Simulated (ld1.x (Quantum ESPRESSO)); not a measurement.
u(r) = r·R(r): atom against pseudo-atom (osmium)

Columns: radius, all-electron u(r) and pseudo u(r) of the 6s shell (level -6.19 eV) of osmium in the configuration [Xe] 4f14 5d6 6s2 6p0; PBEsol, scalar-relativistic, TM scheme, ld1.x (Quantum ESPRESSO) 7.5.

```json
{"r (bohr)": "0.175", "all-electron": "0.1036", "pseudo": "-0.0162"}
{"r (bohr)": "0.350", "all-electron": "-0.1956", "pseudo": "-0.0345"}
{"r (bohr)": "0.525", "all-electron": "0.0542", "pseudo": "-0.0570"}
{"r (bohr)": "0.700", "all-electron": "0.2814", "pseudo": "-0.0865"}
{"r (bohr)": "0.875", "all-electron": "0.2938", "pseudo": "-0.1258"}
{"r (bohr)": "1.050", "all-electron": "0.1626", "pseudo": "-0.1777"}
{"r (bohr)": "1.225", "all-electron": "-0.0225", "pseudo": "-0.2439"}
{"r (bohr)": "1.400", "all-electron": "-0.2054", "pseudo": "-0.3231"}
{"r (bohr)": "1.575", "all-electron": "-0.3605", "pseudo": "-0.4099"}
{"r (bohr)": "1.750", "all-electron": "-0.4798", "pseudo": "-0.4948"}
{"r (bohr)": "1.925", "all-electron": "-0.5644", "pseudo": "-0.5671"}
{"r (bohr)": "2.100", "all-electron": "-0.6188", "pseudo": "-0.6189"}
{"r (bohr)": "2.275", "all-electron": "-0.6484", "pseudo": "-0.6484"}
{"r (bohr)": "2.450", "all-electron": "-0.6584", "pseudo": "-0.6584"}
{"r (bohr)": "2.625", "all-electron": "-0.6535", "pseudo": "-0.6535"}
{"r (bohr)": "2.800", "all-electron": "-0.6375", "pseudo": "-0.6375"}
{"r (bohr)": "2.975", "all-electron": "-0.6135", "pseudo": "-0.6135"}
{"r (bohr)": "3.150", "all-electron": "-0.5840", "pseudo": "-0.5840"}
{"r (bohr)": "3.325", "all-electron": "-0.5510", "pseudo": "-0.5510"}
{"r (bohr)": "3.500", "all-electron": "-0.5159", "pseudo": "-0.5159"}
{"r (bohr)": "3.675", "all-electron": "-0.4801", "pseudo": "-0.4801"}
{"r (bohr)": "3.850", "all-electron": "-0.4444", "pseudo": "-0.4444"}
{"r (bohr)": "4.025", "all-electron": "-0.4094", "pseudo": "-0.4094"}
{"r (bohr)": "4.200", "all-electron": "-0.3758", "pseudo": "-0.3758"}
{"r (bohr)": "4.375", "all-electron": "-0.3438", "pseudo": "-0.3438"}
{"r (bohr)": "4.550", "all-electron": "-0.3137", "pseudo": "-0.3137"}
```

Problem. How many radial nodes do the two functions have?

Solution. The all-electron 6s function has n − l − 1 = 5 (the table is too coarse to show those close to the nucleus); the pseudo-wave has 0, since the states of the same l below it are removed with the core.

Problem. At about which radius was the pseudo-wave matched?

Solution. 2.35 bohr. The columns agree to 0.0005 from 2.10 bohr on; several derivatives are matched, so the curves merge somewhat inside the radius.

Problem. Where does each function peak?

Solution. Outermost all-electron maximum near 2.45 bohr, pseudo maximum near 2.45 bohr (to the table’s step).

Problem. Is the pseudo-wave norm-conserving?

Solution. Yes: the TM scheme keeps the norm inside the radius equal to the all-electron one, which fixes the energy derivative of the logarithmic derivative at the level.
